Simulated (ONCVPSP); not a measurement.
An all-electron radial function and its pseudo partner (Li)

Columns: radius, all-electron u(r) and pseudo u(r) of the 2s shell (level -2.87 eV) of lithium in the configuration [He] 2s1; PBE, scalar-relativistic, ONCV scheme, ONCVPSP 4.0.1.

```tsv
r (bohr)	all-electron	pseudo
0.145	-0.1514	0.0226
0.290	-0.1886	0.0460
0.435	-0.1670	0.0706
0.580	-0.1159	0.0967
0.725	-0.0515	0.1243
0.870	0.0171	0.1532
1.015	0.0850	0.1832
1.160	0.1492	0.2139
1.305	0.2084	0.2454
1.450	0.2616	0.2775
1.595	0.3087	0.3104
1.740	0.3498	0.3436
1.885	0.3860	0.3768
2.030	0.4178	0.4088
2.175	0.4448	0.4382
2.320	0.4673	0.4637
2.465	0.4853	0.4841
2.610	0.4991	0.4990
2.755	0.5092	0.5091
2.900	0.5156	0.5156
3.045	0.5189	0.5189
3.190	0.5192	0.5192
3.335	0.5168	0.5168
3.480	0.5121	0.5121
3.625	0.5054	0.5054
3.770	0.4968	0.4968
```

Task: How many radial nodes do the two functions have?

Result: The all-electron 2s function has n − l − 1 = 1; the pseudo-wave has 0, since the states of the same l below it are removed with the core.

Task: At about which radius was the pseudo-wave matched?

Result: 2.70 bohr, where the columns begin to agree (steps of 0.14 bohr).

Task: Is the pseudo-wave norm-conserving?

Result: Yes: the ONCV scheme keeps the norm inside the radius equal to the all-electron one, which fixes the energy derivative of the logarithmic derivative at the level.
